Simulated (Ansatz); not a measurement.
`C/C=C/CCC` + `[AlH2][SH]` → `C/C=C\[S][AlH2]` + `CCC`  (substitution at a C–C bond)

Isolated molecules relaxed with PBE0-D4/def2-TZVP in Ansatz; ΔE leaves out vibrations. CCSD(T)/CBS adds triple-zeta CCSD(T) − MP2 to the extrapolated MP2 energy (def2 sets, frozen cores). This one scheme is used for every species. Double bonds are as drawn, so ΔE can hold a change between cis and trans. Functionals use def2-TZVPP. B3LYP here is the variant with VWN-RPA as its local correlation; programs differ in this. One conformer a species, not always the lowest.

CCSD(T)/CBS gives +16.2 kJ/mol.

Task: Another level gave +6.3 kJ/mol. Which?
A. B3LYP/def2-TZVPP
B. PBE0/def2-TZVPP
C. ωB97X-V/def2-TZVPP
D. r2SCAN/def2-TZVPP

Result: D. r2SCAN 6.3, ωB97X-V 16.5, B3LYP 24.8, PBE0 10.8 kJ/mol.

Largest T1 diagnostic among the species: 0.012.

In def2-TZVPP, CCSD(T) changes the Hartree–Fock value by −22.2 kJ/mol (the triples alone add −6.0 kJ/mol) and MP2 by −30.5 kJ/mol. The D4 term adds −6.3 kJ/mol with B3LYP and −2.7 kJ/mol with PBE0; it sums over pairs of atoms, weighted by their polarisabilities, and B3LYP, whose exchange is more repulsive, gets the larger term.
